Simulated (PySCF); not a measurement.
HCuN + F₂ → FCuN + HF

Level: PBE0 in the def2-TZVP basis family, all electrons, no relativity, computed in PySCF with density fitting; open shells unrestricted.

| species | state and structure | ZPE (kJ/mol) | H(298 K) − H(0) (kJ/mol) | S° (J/(mol K)) |
| --- | --- | --- | --- | --- |
| HCuN | quartet, Cs, Cu–H 1.532 Å, Cu–N 1.820 Å; H–Cu–N 136.4° | 15.1 | 11.7 | 263.6 |
| F₂ | singlet, D∞h, F–F 1.376 Å | 6.6 | 8.7 | 201.9 |
| FCuN | quartet, C∞v, Cu–F 1.761 Å, Cu–N 1.735 Å; F–Cu–N 180.0° | 8.9 | 13.1 | 273.7 |
| HF | singlet, C∞v, H–F 0.920 Å | 24.9 | 8.7 | 173.6 |

Question: Is the gas-phase reaction uphill or downhill in electronic energy at this level, and by how much?

Answer: At PBE0/def2-TZVP, ΔE = -597.2 kJ/mol, downhill. 

Question: Add zero-point, thermal and entropy terms for 298.15 K and 1 bar.

Answer: ΔZPE = 12.1 and Δ[H(298) − H(0)] = 1.4 kJ/mol give ΔH° = -583.7 kJ/mol. ΔS° = -18.2 J/(mol K), so ΔG° = -583.7 − 298.15 × (-0.0182) = -578 kJ/mol.

Open d or f shells are single determinants, so the state found may not be the ground state. Each species is the lowest minimum found with this bonding; other isomers or fragments can lie lower.
